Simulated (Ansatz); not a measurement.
Relaxation of AlCl$_{2}$GeH$_{5}$O$_{3}$ (12 atoms, charge 0, multiplicity 1), to a largest force component of 0.03 eV/Å in at most 50 steps.

Computed with RHF/def2-SVP in Ansatz.

```xyz
12
Properties=species:S:1:pos:R:3:forces:R:3
Ge 0.175 -0.439 -0.597 0.30 -0.56 0.16
O -1.153 0.052 2.023 0.41 -1.12 0.27
H -2.075 -0.170 2.044 0.12 0.05 -0.01
Cl 1.476 -0.644 -2.280 -0.02 0.00 0.00
O 0.475 1.125 0.054 -0.01 -0.04 0.04
H -0.017 1.274 0.855 0.01 0.01 -0.03
Cl -1.838 -0.692 -1.294 0.03 0.01 0.04
O 0.514 -1.753 0.503 -0.19 0.46 -0.41
Al 0.988 -3.365 0.813 -0.06 0.06 0.00
H 1.718 -4.221 -0.281 0.02 0.03 0.00
H 0.587 -3.905 2.237 0.04 0.01 -0.02
H -0.673 -0.788 2.100 -0.64 1.09 -0.05
```

Question: Where does it end, and by what steps?

Answer: It converged. The force dipped under the threshold on the way, but the program's further checks kept it going. After 25 steps the energy has fallen by 0.088 eV; H12 moved furthest, 1.08 Å.

```
step  energy less start (eV)  largest force component (eV/Å)  accepted
   0                  0.0000                           1.118       yes
   1                 -0.0452                           0.400       yes
   2                 -0.0572                           0.353       yes
   3                 -0.0621                           0.493       yes
   4                 -0.0666                           0.177       yes
   5                 -0.0691                           0.073       yes
   6                 -0.0724                           0.166       yes
   7                 -0.0693                           0.601        no
   8                 -0.0757                           0.125       yes
   9                 -0.0768                           0.309       yes
  10                 -0.0780                           0.222       yes
  11                 -0.0805                           0.124       yes
  12                 -0.0822                           0.191       yes
  13                 -0.0833                           0.238       yes
  14                 -0.0846                           0.128       yes
  15                 -0.0859                           0.033       yes
  16                 -0.0866                           0.040       yes
  17                 -0.0858                           0.293        no
  18                 -0.0870                           0.022       yes
  19                 -0.0866                           0.240        no
  20                 -0.0874                           0.054       yes
  21                 -0.0872                           0.123        no
  22                 -0.0875                           0.042       yes
  23                 -0.0876                           0.053       yes
  24                 -0.0876                           0.048       yes
  25                 -0.0877                           0.024       yes
```

```xyz
12
Properties=species:S:1:pos:R:3
Ge 0.240 -0.553 -0.755
O -1.324 0.299 2.217
H -2.165 0.193 1.794
Cl 1.301 -0.392 -2.595
O 0.610 0.839 0.186
H 0.108 0.893 0.996
Cl -1.869 -0.633 -1.187
O 0.649 -2.014 0.032
Al 1.160 -3.498 0.671
H 2.086 -4.430 -0.188
H 0.661 -3.863 2.118
H -1.281 -0.367 2.887
```

Whether the end is a true minimum wasn't checked by a vibrational analysis.

Run time: 55 s on 4 threads of Arm Neoverse V2 (shared host), peak memory 0.52 GiB.
